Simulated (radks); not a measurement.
Problem. The mean radii <r> (bohr) of the occupied orbitals of an atom or ion are listed with their occupations. Method: scalar-relativistic Kohn-Sham, LDA (Slater exchange, Perdew-Wang correlation), spin-polarised, spherical densities, finite nucleus; Fermi nuclear charge, rms radius of each element as measured or else 0.836 A^(1/3) + 0.57 fm; computed with a radial shooting solver on a logarithmic mesh with Libxc functionals.

orbital  occ.      <r>
1s up       1  0.04034
1s down     1  0.04034
2s up       1   0.1781
2s down     1   0.1781
2p up       3   0.1552
2p down     3   0.1552
3s up       1   0.5114
3s down     1   0.5112
3p up       3   0.5192
3p down     3   0.5188
3d up       5   0.5247
3d down     5   0.5234
4s up       1    1.388
4s down     1    1.390
4p up       3    1.565
4p down     1    1.576

Name the element and its charge. Open shells, if any, are filled with parallel spins first.

Solution. Z = 37, rubidium, charge +3: Rb3+ in [Ar] 3d10 4s2 4p4. The 1s radius gives Z: for a bare nucleus <r> = (2 gamma + 1)/(2Z) with gamma = sqrt(1 - (Z/c)^2), 0.03954 bohr for Z = 37, and screening makes it slightly larger (0.04034 here). The occupations add up to 34, and the charge is Z minus that.
